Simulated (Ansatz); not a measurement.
Reaction (formal exchange of groups at the Si–I bond): `Cl[Si](Cl)(Cl)I` + `CCC` → `CC(C)[Si](Cl)(Cl)Cl` + HI

Calculated with Ansatz (gas phase, PBE0-D4/def2-TZVP geometries, no zero-point term in ΔE). CCSD(T)/CBS adds triple-zeta CCSD(T) − MP2 to the extrapolated MP2 energy (def2 sets, frozen cores). DFT in def2-TZVPP. def2 core potentials past Kr. For I outer-core shells are correlated without core-valence functions, which leaves a few kJ/mol of doubt a bond. Each species was taken in one conformer, which may not be the lowest.

```csv
level,ΔE (kJ/mol)
r2SCAN0,66.1
MP2/CBS(def2),72.0
```

(1) What does CCSD(T)/CBS give? (Best estimate.)

Largest T1 diagnostic among the species: 0.009.

Answers

(1) The calculation gave: +63.5 kJ/mol. The listed levels differ from it by 2.6, 8.5 kJ/mol.

In def2-TZVPP, CCSD(T) changes the Hartree–Fock value by −18.8 kJ/mol (the triples alone add −1.6 kJ/mol) and MP2 by −10.3 kJ/mol. From BLYP to BHLYP (50 % exact exchange), in def2-TZVPP and without D4, ΔE moves by −3.4 kJ/mol.
